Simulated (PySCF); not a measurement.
From one molecule to another.

First species: C8H9F.
InChI=1S/C8H9F/c1-2-7-5-3-4-6-8(7)9/h1,3,5,7-8H,4,6H2/t7-,8-/m1/s1

Second species: C5H13NSi2.
Z-matrix (Å and degrees, GFN2-xTB geometry), rows numbered from 1:
```
C 
C   1  1.3318
C   2  1.5018  1  120.12
C   2  1.4748  1  122.39  3   178.75
N   4  1.4370  2  116.78  1    14.53
Si  5  1.7254  4  123.90  2    79.17
C   4  1.5340  2  119.76  1   156.49
Si  7  1.8730  4   68.07  2   112.18
H   1  1.0767  2  121.37  3    -0.50
H   1  1.0759  2  122.75  3   178.73
H   3  1.0902  2  110.26  1  -106.98
H   3  1.0881  2  111.39  1   133.07
H   3  1.0873  2  110.25  1    12.15
H   5  1.0100  4  111.08  2   -65.12
H   6  1.4626  5  103.32  4  -175.77
H   6  1.4689  5  115.87  4   -54.76
H   6  1.4647  5  107.87  4    66.35
H   7  1.0798  4  116.58  8  -114.87
H   7  1.0799  4  113.75  8   112.99
H   8  1.4489  4  115.34  7  -106.14
H   8  1.4528  4  120.47  7   102.67
```

Levels: PBE0/pcSseg-1 for HOMO energy, LUMO energy and HOMO–LUMO gap. Geometries: GFN2-xTB. Each structure is a single optimised conformer of the isolated species, non-relativistic unless stated. Electronic properties by PySCF.

Dipoles, sizes and rotational constants follow the conformer. The torsions of the flexible species, by atom-mapped SMILES:
- `[CH2:1]=[C:2]([CH3:3])[C@@:4]1([NH:5][SiH3:6])[CH2:7][SiH2:8]1`: C1–C2–C4–N5 15°, C2–C4–N5–Si6 79°

The conformers of `C#C[C@@H]1C=CCC[C@H]1F` aren't listed.

Values for the first species:

| Quantity | Value |
| --- | --- |
| HOMO energy | -7.44 eV |
| LUMO energy | 0.12 eV |
| HOMO–LUMO gap | 7.56 eV |

(1) Estimate the same properties for the second species, and the change in each.

## Answers

(1) 
```json
{"property": "HOMO energy", "first": "-7.44 eV", "second": "-6.00 eV", "second less first": "+1.44 eV"}
{"property": "LUMO energy", "first": "0.12 eV", "second": "-0.25 eV", "second less first": "-0.37 eV"}
{"property": "HOMO–LUMO gap", "first": "7.56 eV", "second": "5.75 eV", "second less first": "-1.81 eV"}
```

